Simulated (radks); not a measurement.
Results of a calculation; reference values are marked as such.
Problem. All-electron atom: Sr IV in [Ar] 3d10 4s2 4p5. Code: a radial shooting solver on a logarithmic mesh with Libxc functionals. Model: scalar-relativistic Kohn-Sham, Slater X-alpha with alpha = 0.602, spin-polarised, spherical densities, finite nucleus; open shells are filled with parallel spins first (spin-orbit coupling, left out, can overturn this in heavy ions); Fermi nuclear charge, rms radius 4.224 fm. Some entries of the table are withheld. Estimate them.

orbital,occ.,eigenvalue (eV),<r> (bohr)
1s up,1,-15908.73,0.03923
1s down,1,-15908.62,0.03923
2s up,1,-2173.880,0.1729
2s down,1,-2173.801,0.1729
2p up,3,-1934.851,0.1507
2p down,3,-1934.743,0.1507
3s up,1,-357.0513,0.4943
3s down,1,-356.8953,0.4942
3p up,3,-280.2114,0.5008
3p down,3,-280.0367,0.5006
3d up,5,-153.0710,0.5010
3d down,5,-152.8701,0.5005
4s up,1,(1),1.333
4s down,1,(2),1.334
4p up,3,-47.9290,1.508
4p down,2,-46.8749,1.512

Solution. 
(1) 4s up eigenvalue (eV): -66.5563
(2) 4s down eigenvalue (eV): -65.4831
